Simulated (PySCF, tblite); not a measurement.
Isomers of C6H8F2O2. Computed values, GFN2-xTB/tblite, gas phase, harmonic and unscaled. The method is semi-empirical: single wavenumbers can be off by several per cent or more. One conformer each.

Electronic energies: PBE0/pcSseg-1 single points on the GFN2-xTB geometries (PySCF, gas phase).

```json
{"SMILES": "CC/C(F)=C(/OC)C(=O)F", "electronic energy, lowest = 0 (kcal/mol)": "24.2"}
{"SMILES": "C=CC[C@@H]1O[C@H]1OC(F)F", "electronic energy, lowest = 0 (kcal/mol)": "43.4"}
{"SMILES": "OC[C@@]1(OC(F)F)C=CC1", "electronic energy, lowest = 0 (kcal/mol)": "42.8"}
{"SMILES": "FC(F)O[C@@H]1O[C@@H]1C1CC1", "electronic energy, lowest = 0 (kcal/mol)": "44.5"}
{"SMILES": "CO[C@@]1(C)C[C@]1(F)C(=O)F", "electronic energy, lowest = 0 (kcal/mol)": "29.0"}
{"SMILES": "O=C1CC[C@@H](OC(F)F)C1", "electronic energy, lowest = 0 (kcal/mol)": "0.0"}
```

**Question.** How do GFN2-xTB zero-point energies change the relative energies?

**Answer.** 
| SMILES | ZPE (kcal/mol) | of it from modes above 1550 cm⁻¹ | electronic (kcal/mol) | with ZPE, lowest = 0 (kcal/mol) | lowest mode (cm⁻¹) | rings |
| --- | --- | --- | --- | --- | --- | --- |
| O=C1CC[C@@H](OC(F)F)C1 | 84.5 | 36.5 | 0.0 | 0.0 | 31 | 1 |
| CC/C(F)=C(/OC)C(=O)F | 83.1 | 39.5 | 24.2 | 22.8 | 50 | 0 |
| CO[C@@]1(C)C[C@]1(F)C(=O)F | 82.6 | 37.3 | 29.0 | 27.1 | 68 | 1 |
| OC[C@@]1(OC(F)F)C=CC1 | 83.3 | 37.6 | 42.8 | 41.6 | 53 | 1 |
| C=CC[C@@H]1O[C@H]1OC(F)F | 83.1 | 36.9 | 43.4 | 42.1 | 35 | 1 |
| FC(F)O[C@@H]1O[C@@H]1C1CC1 | 84.1 | 34.8 | 44.5 | 44.1 | 32 | 2 |

The zero-point energies span 1.9 kcal/mol, from `CO[C@@]1(C)C[C@]1(F)C(=O)F` to `O=C1CC[C@@H](OC(F)F)C1`. The order is unchanged.

**Question.** And how do the electronic energies of GFN2-xTB itself compare?

**Answer.** `O=C1CC[C@@H](OC(F)F)C1` 0.0; `CC/C(F)=C(/OC)C(=O)F` 25.3; `CO[C@@]1(C)C[C@]1(F)C(=O)F` 27.7; `OC[C@@]1(OC(F)F)C=CC1` 39.0; `C=CC[C@@H]1O[C@H]1OC(F)F` 37.0; `FC(F)O[C@@H]1O[C@@H]1C1CC1` 31.1 kcal/mol, lowest = 0. Against the energies above, taken from the same isomer `O=C1CC[C@@H](OC(F)F)C1`, the largest difference is 13.4 kcal/mol.

**Question.** What do entropy and thermal enthalpy add at 298.15 K and 1 bar (rigid rotor, harmonic oscillator, one conformer each)?

**Answer.** 
| SMILES | point group | symmetry number | S (cal/(mol K)) | H − H(0) (kcal/mol) | ZPE + H − H(0) − TS (kcal/mol) |
| --- | --- | --- | --- | --- | --- |
| O=C1CC[C@@H](OC(F)F)C1 | C1 | 1 | 98.8 | 6.51 | 61.5 |
| CC/C(F)=C(/OC)C(=O)F | C1 | 1 | 105.2 | 7.60 | 59.4 |
| CO[C@@]1(C)C[C@]1(F)C(=O)F | C1 | 1 | 101.3 | 7.37 | 59.7 |
| OC[C@@]1(OC(F)F)C=CC1 | C1 | 1 | 97.5 | 6.80 | 61.0 |
| C=CC[C@@H]1O[C@H]1OC(F)F | C1 | 1 | 104.1 | 7.12 | 59.2 |
| FC(F)O[C@@H]1O[C@@H]1C1CC1 | C1 | 1 | 101.6 | 6.71 | 60.5 |
